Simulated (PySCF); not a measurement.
A calculated (LDA, PySCF 2.14, def2-TZVPPD, the non-relativistic Hamiltonian (point nucleus)) atom or ion has these occupied shells.

| shell | electrons | orbital energy (eV) | rms radius, mean of both spins (bohr) |
| --- | --- | --- | --- |
| 1s α | 1 | -7538.9 | 0.0659 |
| 1s β | 1 | -7538.9 | 0.0659 |
| 2s α | 1 | -921.58 | 0.281 |
| 2s β | 1 | -919.12 | 0.281 |
| 2p α | 3 | -806.35 | 0.251 |
| 2p β | 3 | -804.46 | 0.251 |
| 3s α | 1 | -139.51 | 0.837 |
| 3s β | 1 | -134.72 | 0.837 |
| 3p α | 3 | -104.87 | 0.879 |
| 3p β | 3 | -100.20 | 0.879 |
| 3d α | 5 | -47.416 | 1.05 |
| 3d β | 1 | -42.983 | 1.05 |

Q: Name the element and its charge.

A: Co(3+) (cobalt, charge +3), in [Ar] 3d6, high-spin 5D determinant.
